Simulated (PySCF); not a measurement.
SMILES [O](C)[Sn]([O]C)([CH]=C)[CH3], GFN2-xTB optimised geometry.

```
20

C     -0.78    -3.24     2.41
C     -1.28    -2.40     1.52
Sn    -0.08    -1.34     0.00
C      2.12    -1.34     0.00
O     -0.80    -1.90    -1.83
C     -0.91    -3.21    -2.30
O     -0.51     0.63     0.00
C     -1.57     1.26    -0.66
H     -1.42    -3.73     3.13
H      0.27    -3.47     2.47
H     -2.34    -2.18     1.48
H      2.50    -2.31     0.28
H      2.44    -1.08    -1.00
H      2.46    -0.59     0.70
H     -1.44    -3.16    -3.25
H     -1.48    -3.85    -1.62
H      0.07    -3.66    -2.46
H     -2.50     1.17    -0.10
H     -1.30     2.31    -0.74
H     -1.72     0.86    -1.67
```

Density from B3LYP/def2-SVP, def2 effective core potentials past Kr in PySCF at that geometry. The core electrons that the potentials of Sn replace are not part of the density.

Minimum of the electron density along straight lines between bonded atoms, close to the bond critical point (lines longer than 1.1 times the sum of covalent radii, or with two minima, are not listed):

```tsv
bond	length / Å	ρ at the minimum / e bohr⁻³	∇²ρ there / e bohr⁻⁵	position (fraction from the first atom)
C1–C2	1.317	0.350	-0.96	0.50
C2–Sn3	2.206	0.092	0.13	0.50
Sn3–C4	2.205	0.093	0.11	0.50
Sn3–O5	2.047	0.092	0.45	0.51
O5–C6	1.397	0.265	-0.47	0.66
Sn3–O7	2.006	0.100	0.52	0.51
O7–C8	1.403	0.259	-0.43	0.66
C1–H9	1.082	0.281	-1.08	0.64
C1–H10	1.078	0.285	-1.10	0.63
C2–H11	1.084	0.279	-1.05	0.64
C4–H12	1.084	0.276	-1.01	0.63
C4–H13	1.085	0.276	-1.02	0.64
C4–H14	1.083	0.277	-1.03	0.64
C6–H15	1.092	0.282	-1.07	0.63
C6–H16	1.094	0.280	-1.04	0.63
C6–H17	1.093	0.280	-1.04	0.62
C8–H18	1.093	0.281	-1.05	0.63
C8–H19	1.092	0.282	-1.07	0.63
C8–H20	1.090	0.284	-1.08	0.63
```
